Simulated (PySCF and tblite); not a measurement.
The numbers below are computed, except where a source is named.
C7H14O, numbered as in [CH3:1][O:2][CH:3]1[CH2:4][CH2:5][CH2:6][CH2:7][CH2:8]1.

Level: CAM-B3LYP-D3(BJ)/def2-SVP//PBE0-D3(BJ)/def2-SVP, thermal terms from GFN2-xTB, symmetry numbers and mirror pairs counted. Conformers within 3 kcal/mol (GFN2-xTB free energy) were kept, 4 at most. GIAO shieldings: KT2/pcSseg-1. Shifts are against TMS (¹H), TMS (¹³C) at the same level; of two unlike H on one atom, a is the less shielded. Run with PySCF (density fitting) and tblite.

Q: List the conformer-averaged shifts at 298.15 K.

A: ¹H: 3.39 (H1, 3H), 3.03 (H3, 1H), 1.82 (H5a/H7a, 2H), 1.59 (H4a/H8a, 2H), 1.52 (H4b/H8b, 2H), 1.44 (H6a, 1H), 1.34 (H6b, 1H), 1.26 (H5b/H7b, 2H) ppm. ¹³C: 80.0 (C3), 56.5 (C1), 33.5 (C4/C8), 30.6 (C6), 26.0 (C5/C7) ppm.

Q: How do the conformers differ?

A: Torsions listed: C1–O2–C3–C4. The 6-ring runs over atoms 3–4–5–6–7–8. Of a mirror pair one member is shown.
| conformer | shape | weight % |
| --- | --- | --- |
| 1 | 6-ring chair (O2 axial); -72° | 62.4 |
| 2 | 6-ring chair (all substituents equatorial); -164° | 37.6 |

| signal | 1 | 2 | average |
| --- | --- | --- | --- |
| H1 | 3.38 | 3.42 | 3.39 |
| H3 | 3.21 | 2.73 | 3.03 |
| H4a/H8a | 2.01 | 0.91 | 1.59 |
| H4b/H8b | 1.20 | 2.06 | 1.52 |
| H5a/H7a | 1.84 | 1.78 | 1.82 |
| H5b/H7b | 1.27 | 1.25 | 1.26 |
| H6a | 1.65 | 1.08 | 1.44 |
| H6b | 1.21 | 1.56 | 1.34 |
| C1 | 56.6 | 56.5 | 56.5 |
| C3 | 78.4 | 82.6 | 80.0 |
| C4/C8 | 32.6 | 35.0 | 33.5 |
| C5/C7 | 24.2 | 28.9 | 26.0 |
| C6 | 30.9 | 30.0 | 30.6 |

Q: Which signal moves most, for its nucleus, between 150 and 400 K through the change of populations alone?

A: H4a/H8a: 1.74 ppm at 150 K, 1.67 ppm at 200 K, 1.63 ppm at 250 K, 1.59 ppm at 298.15 K, 1.55 ppm at 400 K.

Shifts are unscaled: against experiment ¹³C can be off by 15 ppm or more and ¹H by 0.8 ppm.
